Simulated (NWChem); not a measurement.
## Correlation energy of Ga (+1)

```xyz
1

Ga     0.0000     0.0000     0.0000
```
Charge +1, spin multiplicity 1.

The numbers come from NWChem runs, not from measurements.

Basis set: def2-QZVP. Each correlation energy counts from its own Hartree-Fock reference.

```json
[
 {"method": "MP2", "correlation energy (mHa)": "-217.0", "difference from CCSD(T)": "+3.0"},
 {"method": "SCS-MP2", "correlation energy (mHa)": "-201.9", "difference from CCSD(T)": "+18.2"},
 {"method": "CR-CCSD[T]", "correlation energy (mHa)": "-220.2", "difference from CCSD(T)": "-0.1"},
 {"method": "CR-CCSD(T)", "correlation energy (mHa)": "-218.9", "difference from CCSD(T)": "+1.1"},
 {"method": "CCSD", "correlation energy (mHa)": "-212.3", "difference from CCSD(T)": "+7.8"},
 {"method": "CCSD+T(CCSD)", "correlation energy (mHa)": "-221.5", "difference from CCSD(T)": "-1.5"},
 {"method": "CCSD(T)", "correlation energy (mHa)": "-220.0", "difference from CCSD(T)": "0.0"}
]
```

The values span 19.7 mHa, from CCSD+T(CCSD) (lowest) to SCS-MP2 (highest). 

The Hamiltonian is non-relativistic. The correlated methods keep 9 core orbitals frozen. Coupled-cluster values serve here as a point of comparison, not as the truth.
